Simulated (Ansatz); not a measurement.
Relaxation of ClH5W (7 atoms, charge 0, multiplicity 1), to a largest force component of 0.03 eV/Å in at most 50 steps.

Theory: RKS PBE0-D4/def2-SVP (Ansatz 0.2.0).

```xyz
7
Properties=species:S:1:pos:R:3:forces:R:3
W -0.049 0.183 0.371 1.36 -0.33 1.04
Cl 1.000 0.254 2.467 -0.64 0.03 -0.93
H 1.348 -0.734 0.109 -0.66 0.38 -0.16
H -0.114 1.722 -0.336 -0.04 -0.03 -0.01
H -1.523 -0.646 0.371 -0.06 -0.01 0.01
H -0.142 -1.125 -0.655 0.00 0.01 0.01
H 0.702 0.346 -1.105 0.04 -0.04 0.02
```

**Question.** Where does it end, and by what steps?

**Answer.** It converged. After 3 steps the energy has fallen by 0.087 eV; H3 moved furthest, 0.10 Å.

```tsv
step	energy less start (eV)	largest force component (eV/Å)	accepted
0	0.0000	1.361	yes
1	-0.0458	0.562	yes
2	-0.0862	0.047	yes
3	-0.0873	0.020	yes
```

```xyz
7
Properties=species:S:1:pos:R:3
W -0.011 0.175 0.387
Cl 0.934 0.263 2.447
H 1.318 -0.727 0.015
H -0.119 1.708 -0.324
H -1.502 -0.629 0.404
H -0.147 -1.151 -0.619
H 0.748 0.361 -1.088
```

Whether the end is a true minimum wasn't checked by a vibrational analysis.

Time of the run: 7.3 s on 1 thread of AMD EPYC 9R45 96-Core Processor (Zen 5) (shared host), peak memory 0.16 GiB.
